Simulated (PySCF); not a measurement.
**Dipole response of Bi (bismuth, neutral)**

[Xe] 4f14 5d10 6s2 6p3, high-spin 4S determinant. Calculation: PySCF 2.14, in aug-cc-pwCVTZ-DK3 with one added diffuse shell each of s, d, f type (12s10p9d6f1g, 138 functions); scalar relativity by spin-free X2C-1e. Coupled (time-dependent) response in atomic units; α is the mean over directions.

```tsv
method	mean α (bohr³)	C₆ (like pair)	S(−4)
B3LYP	53.20	638.4	878.7
```

S(−4) is the Cauchy moment in α(ω) = α(0) + S(−4) ω² + …

Reference α: 48 ± 4 bohr³ (recommended; Schwerdtfeger and Nagle, table of static dipole polarizabilities (2023 update)). Published C₆: 513.0 (Gould and Bucko (2016)).

α(iu) at B3LYP:

| u (hartree) | α(iu) (bohr³) |
| --- | --- |
| 0 | 53.20 |
| 0.0500 | 51.13 |
| 0.100 | 46.08 |
| 0.200 | 34.43 |
| 0.300 | 25.50 |
| 0.500 | 15.32 |
| 0.750 | 9.548 |
| 1.00 | 6.718 |
| 1.50 | 4.056 |
| 2.00 | 2.802 |
| 3.00 | 1.606 |
| 5.00 | 0.7333 |

Spin-orbit coupling, which splits the p, d and f shells strongly at this Z, is absent. Spin-orbit coupling is strong in this species (close to jj coupling), so the high-spin LS determinant is a model state, not a physical level.
